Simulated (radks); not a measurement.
Task: All-electron atom: Zn3+ in [Ar] 3d9. Method: scalar-relativistic Kohn-Sham, PBEsol, spin-polarised, spherical densities, finite nucleus; open shells are filled with parallel spins first; Fermi nuclear charge, rms radius 3.9283 fm; computed with a radial shooting solver on a logarithmic mesh with Libxc functionals. Some entries of the table are withheld. Estimate them.

orbital,occ.,eigenvalue (eV),<r> (bohr)
1s up,1,-9559.611,0.05034
1s down,1,-9559.608,0.05034
2s up,1,-1200.078,0.2264
2s down,1,-1199.385,0.2263
2p up,3,-1046.183,0.1984
2p down,3,-1045.660,0.1983
3s up,1,-171.3053,0.6779
3s down,1,-170.0680,0.6785
3p up,3,-125.4488,(1)
3p down,3,-124.2327,(2)
3d up,5,(3),0.8167
3d down,4,(4),0.8227

Result: 
(1) 3p up <r> (bohr): 0.7063
(2) 3p down <r> (bohr): 0.7074
(3) 3d up eigenvalue (eV): -51.2465
(4) 3d down eigenvalue (eV): -50.0793
